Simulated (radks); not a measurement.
Values are calculated unless marked as measured or tabulated.
Q: Mean orbital radii <r> (bohr) of the lithium ion Li+, [He], of relativity; Dirac values are averaged over j with weights 2j + 1. Spin-unpolarised spherical Kohn-Sham, PBEsol, point nucleus unless stated (finite: rms radius 2.444 fm), a radial shooting solver on a logarithmic mesh with Libxc functionals. A level marked "c x" has the speed of light scaled by that factor.

| shell | non-rel. |
|---|---|
| 1s | 0.5812 |

Give the values at the level "Dirac, c x 1.5".

A: 
shell  Dirac, c x 1.5  change of magnitude (%)
1s             0.5811                    -0.01
